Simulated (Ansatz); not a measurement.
## Worked example: Y(CH3)3 + HOI → Y(CH3)2(OH) + CH3I

Species: Y(CH3)3, singlet; HOI (hypoiodous acid) `OI`, singlet; Y(CH3)2(OH), singlet; CH3I (methyl iodide) `CI`, singlet. The partners trade CH3 for OH: Y–CH3 and I–OH bonds give way to Y–OH and I–CH3.

Shapes, held fixed at every level: PBE0-D4/def2-TZVP. Flexible molecules stand in one conformer, not always the lowest. Programs: Ansatz 0.2.0. Electronic energies: no zero-point or thermal term.

At CCSD(T)/def2-TZVPP; 1 Eh = 2625.50 kJ/mol:

```
    species  energy (Eh)
    Y(CH3)3  -157.638934
        HOI  -372.835641
Y(CH3)2(OH)  -193.616321
       CH3I  -336.975382
```

**Question.** Work out ΔE of the reaction at this level.

**Answer.** 
1. Products less reactants: (-193.616321) + (-336.975382) − [(-157.638934) + (-372.835641)] = -0.117128 Eh = -307.5 kJ/mol.

Other levels give -321.5 (MP2/def2-TZVPP) to -284.3 kJ/mol (PBE-D4/def2-TZVPP). No measured value is set beside it here. For atoms past krypton def2 sets carry core potentials with scalar relativity. Correlated rows may include outer-core shells of I, Y, which these sets cover unevenly.
